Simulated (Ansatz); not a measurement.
One change: `F[SiH]1C[SiH2]N1` becomes `C1[SiH2]N[SiH2]1`.

Ansatz, PBE0-D4/def2-TZVP geometries, multiplicity 1. 

| property | `F[SiH]1C[SiH2]N1` |
| --- | --- |
| HOMO energy (B3LYP/def2-TZVPP) / eV | -7.61 |
| LUMO energy (PBE/def2-TZVPP) / eV | -0.86 |
| zero-point energy (PBE0-D4/def2-TZVP) / kJ/mol | 190.7 |
| HOMO–LUMO gap (PBE0/def2-TZVPP) / eV | 7.81 |
| HOMO energy (PBE0/def2-TZVPP) / eV | -7.85 |
| LUMO energy (PBE0/def2-TZVPP) / eV | -0.03 |

Give the same properties after the change, and the shifts. (Estimate.)

Ansatz gave: 
```json
{"property": "HOMO energy (B3LYP/def2-TZVPP) / eV", "`C1[SiH2]N[SiH2]1`": "-7.15", "shift": "0.46"}
{"property": "LUMO energy (PBE/def2-TZVPP) / eV", "`C1[SiH2]N[SiH2]1`": "-1.05", "shift": "-0.19"}
{"property": "zero-point energy (PBE0-D4/def2-TZVP) / kJ/mol", "`C1[SiH2]N[SiH2]1`": "203.2", "shift": "12.5"}
{"property": "HOMO–LUMO gap (PBE0/def2-TZVPP) / eV", "`C1[SiH2]N[SiH2]1`": "7.15", "shift": "-0.66"}
{"property": "HOMO energy (PBE0/def2-TZVPP) / eV", "`C1[SiH2]N[SiH2]1`": "-7.37", "shift": "0.48"}
{"property": "LUMO energy (PBE0/def2-TZVPP) / eV", "`C1[SiH2]N[SiH2]1`": "-0.22", "shift": "-0.19"}
```

With PBE0 the HOMO rises by 0.48 eV and the LUMO falls by 0.19 eV, so the gap narrows by about 0.67 eV. PBE moves the HOMO by 0.46 eV and ωB97M-V by 0.46 eV.

Positive LUMOs are unbound, so they and the gaps depend on the basis.

B3LYP here is the variant with VWN-RPA as its local correlation; programs differ in this.
